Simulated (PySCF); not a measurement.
C6H11PSi.
InChI=1S/C6H11PSi/c1-4-3-6(8)5(2)7-4/h3,7H,1-2,8H3

The closed-shell ground state was solved at several levels (PySCF, density fitting, gas phase, non-relativistic). Isolated species at its PBE0-D3(BJ)/def2-SVP geometry, gas phase.

```tsv
level	basis functions	HOMO (eV)	LUMO (eV)	gap (eV)	dipole (D)
HF/pcSseg-1	205	-8.34	2.14	10.48	0.76
PBE0/pcSseg-1	205	-6.35	-1.30	5.05	0.89
```

(1) What might CAM-B3LYP/def2-SVPD (256 basis functions) give for the same quantities?

(2) Over all these levels, which gives the widest orbital gap and which the narrowest?

(3) How far do the dipole and the HOMO energy spread over the levels?

Answers

(1) HOMO -7.54 eV, LUMO -0.23 eV, gap 7.31 eV, dipole 0.76 D.

(2) HF/pcSseg-1 (Hartree–Fock, all exact exchange) has the widest, 10.48 eV, and PBE0/pcSseg-1 (global hybrid, 25 % exact exchange) the narrowest, 5.05 eV. The two share the basis. From the narrowest to the widest the HOMO moves by -1.99 eV and the LUMO by +3.44 eV. The HOMO need not be the same orbital at Hartree–Fock and at DFT levels.

(3) The dipole runs from 0.76 to 0.89 D (mean 0.80 D) and the HOMO from -8.34 to -6.35 eV.
